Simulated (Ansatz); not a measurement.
A nudged elastic band was laid between two geometries of C₂H₅NSi (9 atoms, charge 0, multiplicity 1).

Theory: RKS CAM-B3LYP/6-31G* (Ansatz 0.2.0).

```json
{
 "movable images": "7",
 "climbing image": "yes",
 "spring": "5.0 eV/Å²",
 "optimiser": "quadratic models (default)",
 "start path": "through a guess of the saddle point",
 "force threshold": "0.05 eV/Å",
 "iteration limit": "60",
 "end points": "relaxed"
}
```

Initial state:

```xyz
9
Properties=species:S:1:pos:R:3
C -0.947 1.360 -0.998
C 0.042 0.644 -0.455
N -0.196 -0.473 0.319
Si 0.658 -1.549 1.120
H -0.736 2.235 -1.602
H -1.983 1.079 -0.842
H 1.077 0.953 -0.630
H 2.138 -1.629 1.250
H -0.054 -2.619 1.837
```

Final state:

```xyz
9
Properties=species:S:1:pos:R:3
C -0.962 1.549 -1.133
C 0.081 0.866 -0.607
N -0.311 -0.253 0.164
Si 0.451 -1.438 1.031
H -0.604 2.409 -1.721
H -1.341 -0.229 0.101
H 1.167 0.994 -0.649
H 1.914 -1.465 1.117
H -0.395 -2.433 1.696
```

(1) Which bonds break or form, and what moves?

(2) Give the energies along the band, and the barrier.

(3) What is the geometry of the highest image?

The band took 18 iterations and of the order of 7 core-minutes.

Results:

(1) Bonds broken: C1–H6. Bonds formed: N3–H6.

(2) The forces met the threshold. The highest image is number 6 of 0 to 8, 3.30 eV above the first end and 0.24 eV above the last; the last end lies 3.07 eV above the first. Neighbouring images differ by up to 1.5 eV, so the band resolves the path poorly. A vibrational analysis at the climbing image gives one clearly imaginary mode, 1435i cm⁻¹: a first-order saddle point. The orbitals stay closed-shell, which can raise the energy where a bond breaks towards radicals; this wasn't checked here.

| image | path coordinate (Å) | energy (eV) | C1–H6 (Å) | N3–H6 (Å) |
| --- | --- | --- | --- | --- |
| 0 | 0.00 | 0.00 | 1.08 | 2.64 |
| 1 | 0.35 | 0.01 | 1.08 | 2.61 |
| 2 | 0.70 | 0.05 | 1.08 | 2.54 |
| 3 | 1.05 | 0.25 | 1.09 | 2.26 |
| 4 | 1.40 | 0.95 | 1.12 | 1.89 |
| 5 | 1.75 | 2.45 | 1.32 | 1.52 |
| 6 | 2.10 | 3.30 | 1.63 | 1.19 |
| 7 | 2.46 | 3.11 | 2.00 | 1.05 |
| 8 | 2.82 | 3.07 | 2.20 | 1.03 |

(3) 
```xyz
9
Properties=species:S:1:pos:R:3
C -0.983 1.399 -1.027
C 0.186 0.878 -0.604
N -0.172 -0.250 0.173
Si 0.482 -1.463 1.046
H -0.965 2.294 -1.659
H -1.275 0.083 -0.113
H 1.240 1.120 -0.724
H 1.931 -1.648 1.236
H -0.444 -2.413 1.672
```

The run took 3.7 min on 2 threads of Arm Neoverse V1, with other jobs on the host, peak memory 0.15 GiB.
